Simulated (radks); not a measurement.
All-electron atom: Cs39+ in [Ne] 3s2 3p4. All-electron calculation, scalar-relativistic Kohn-Sham, BLYP, spin-polarised, spherical densities, point nucleus; open shells are filled with parallel spins first (spin-orbit coupling, left out, can overturn this in heavy ions). Program: a radial shooting solver on a logarithmic mesh with Libxc functionals. Some entries of the table are withheld. Estimate them.

| orbital | occ. | eigenvalue (hartree) | <1/r> (bohr^-1) | <r^2> (bohr^2) |
|---|---|---|---|---|
| 1s up | 1 | -1400.954 | 59.41 | 0.0009246 |
| 1s down | 1 | -1400.774 | 59.41 | 0.0009244 |
| 2s up | 1 | -288.3708 | (1) | 0.01445 |
| 2s down | 1 | -288.2415 | (2) | 0.01444 |
| 2p up | 3 | (3) | 13.14 | 0.01141 |
| 2p down | 3 | (4) | 13.14 | 0.01140 |
| 3s up | 1 | -111.2609 | 5.534 | 0.08349 |
| 3s down | 1 | -110.7147 | 5.527 | 0.08368 |
| 3p up | 3 | -104.8598 | 5.307 | 0.07991 |
| 3p down | 1 | -104.3113 | 5.303 | 0.08009 |

Answer. 
(1) 2s up <1/r> (bohr^-1): 13.81
(2) 2s down <1/r> (bohr^-1): 13.81
(3) 2p up eigenvalue (hartree): -267.9015
(4) 2p down eigenvalue (hartree): -267.7164
